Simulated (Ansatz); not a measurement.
Kohn–Sham single points on C2H7NOSi2, SMILES `C[SiH]1N=C[SiH2]O1`.

```yaml
crystal:
  periodic: [false, false, false]
  atoms:
    - {symbol: C, position_ang: [-0.713247, -0.027015, 2.096186]}
    - {symbol: Si, position_ang: [0.569340, -0.078785, 0.764621]}
    - {symbol: N, position_ang: [0.303608, -1.436687, -0.331005]}
    - {symbol: C, position_ang: [0.112691, -1.078271, -1.538982]}
    - {symbol: Si, position_ang: [0.175224, 0.809970, -1.825668]}
    - {symbol: O, position_ang: [0.459107, 1.229613, -0.256677]}
    - {symbol: H, position_ang: [-0.644659, -0.920373, 2.721697]}
    - {symbol: H, position_ang: [-1.717251, 0.017539, 1.668235]}
    - {symbol: H, position_ang: [-0.570113, 0.848563, 2.733729]}
    - {symbol: H, position_ang: [1.938289, -0.169249, 1.328217]}
    - {symbol: H, position_ang: [-0.068424, -1.848118, -2.301047]}
    - {symbol: H, position_ang: [1.279947, 1.239413, -2.721219]}
    - {symbol: H, position_ang: [-1.104110, 1.378698, -2.323288]}
basis:
  gaussian: {orbitals: def2-TZVPP}
hamiltonian: {xc: {name: B3LYP}, dispersion: d4}
output: {forces: true, orbitals: {seedname: orbitals}}
```

```sh
$ ansatz run in.yaml --threads 2 --pin off --events-out ev --progress --plain --max-ram 32768MiB --backend cuda --devices 0, --max-vram 18GiB
```

It prints (some lines left out):

```
Functional definition: B3LYP
1661 factors; their error is unknown
mean field evaluation 1: about -21472.0284 eV, gradient 8.9e1 eV
mean field evaluation 2: about -21443.9774 eV, gradient 1.4e2 eV
mean field evaluation 4: about -21486.7790 eV, gradient 1.2e1 eV
mean field evaluation 8: about -21487.0824 eV, gradient 3.4e-1 eV
mean field evaluation 16: about -21487.1025 eV, gradient 3.1e-4 eV
mean field -21487.10246006 eV, -789.6364509260 hartree, gradient 2.1e-5 eV, S^2 0.000000; 0 other end points of the search recorded, 0 dependent functions left out
reference -21487.10277600 eV, -789.6364625366 hartree; 31, 31 occupied and 275, 275 virtual orbitals, 1661 factors
Total energy: -21487.67814926 eV, -789.6576071140 hartree
Atom 0 at    -0.713247    -0.027015     2.096186 Å, force    -0.061565    -0.000012     0.072715 eV/Å
Atom 1 at     0.569340    -0.078785     0.764621 Å, force     0.202237    -0.049511     0.240761 eV/Å
Atom 2 at     0.303608    -1.436687    -0.331005 Å, force     0.012442    -0.058009     0.087387 eV/Å
Atom 3 at     0.112691    -1.078271    -1.538982 Å, force    -0.043989    -0.113263    -0.210315 eV/Å
Atom 4 at     0.175224     0.809970    -1.825668 Å, force    -0.038909     0.156500    -0.287697 eV/Å
Atom 5 at     0.459107     1.229613    -0.256677 Å, force     0.003373     0.073716     0.020712 eV/Å
Atom 6 at    -0.644659    -0.920373     2.721697 Å, force    -0.019007     0.047937    -0.018066 eV/Å
Atom 7 at    -1.717251     0.017539     1.668235 Å, force     0.039379    -0.001376     0.034159 eV/Å
Atom 8 at    -0.570113     0.848563     2.733729 Å, force    -0.022469    -0.043080    -0.018964 eV/Å
Atom 9 at     1.938289    -0.169249     1.328217 Å, force    -0.089358     0.004976    -0.033712 eV/Å
Atom 10 at    -0.068424    -1.848118    -2.301047 Å, force     0.008125     0.050213     0.032784 eV/Å
Atom 11 at     1.279947     1.239413    -2.721219 Å, force    -0.073882    -0.029049     0.053057 eV/Å
Atom 12 at    -1.104110     1.378698    -2.323288 Å, force     0.083623    -0.039042     0.027179 eV/Å
Dipole moment:    -0.143376     0.070775    -0.076969 e Å
```

Hardware: 2 threads of an AMD EPYC 7R13 on a shared host and a share of an NVIDIA H100 80 GB. Wall time 6.5 s, peak host memory 0.85 GiB.

Changing it to `hamiltonian: {xc: pbe0, dispersion: d4}` and no forces (abridged; 6.5 s):

```
Functional definition: PBE0
mean field evaluation 16: about -21472.5879 eV, gradient 2.4e-4 eV
mean field -21472.58792020 eV, -789.1030514247 hartree, gradient 3.1e-5 eV, S^2 0.000000
Total energy: -21472.89022990 eV, -789.1141611013 hartree
```

B3LYP takes the VWN-RPA correlation (the form of Gaussian; ORCA's B3LYP/G).
